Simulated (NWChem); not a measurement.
Species: TeCl2; SMILES Cl[Te]Cl

Results from NWChem. Structure relaxed at the PBE0/def2-SVP level. def2 effective core potentials on Te; no spin-orbit coupling.

For level PBE/def2-TZVPP:

```yaml
highest occupied level (eV): -5.56
```

Task: What are these values for level PBE/def2-SVP?

Result: The highest occupied level (eV) is -5.35.
